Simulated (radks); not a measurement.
Values are calculated unless marked as measured or tabulated.
Problem. The lithium anion Li-, [He] 2s2, held by a Watson sphere: a shell of charge +1.01 at radius R that stands for the Madelung well of a crystal (potential energy -1.01/R inside, -1.01/r outside, in hartree with lengths in bohr). Level of theory: non-relativistic Kohn-Sham, LB94 model potential, spin-polarised, spherical densities, point nucleus (a radial shooting solver on a logarithmic mesh with Libxc functionals). Response by self-consistent Sternheimer equations with the Hartree and adiabatic LDA kernel. The sphere does not respond.

R (bohr)  e(1s) (eV)  e(2s) (eV)  <r> 2s (bohr)  sum of <r^2> (bohr^2)  X-ray form factor at sin(theta)/lambda = 0.1 1/angstrom  alpha (bohr^3)
2.19         -63.845      -7.057          3.303                  26.67                                                    2.721           94.23
2.62         -62.868      -6.705          3.473                  29.32                                                    2.646           110.3
3.42         -62.018      -6.065          3.788                  34.69                                                    2.517           148.6
3.55         -61.935      -5.968          3.836                  35.57                                                    2.499           155.7

Estimate the row for R = 2.73 bohr.

Solution. e(1s) (eV) -62.698; e(2s) (eV) -6.614; <r> 2s (bohr) 3.518; sum of <r^2> (bohr^2) 30.03; X-ray form factor at sin(theta)/lambda = 0.1 1/angstrom 2.627; alpha (bohr^3) 115.0.
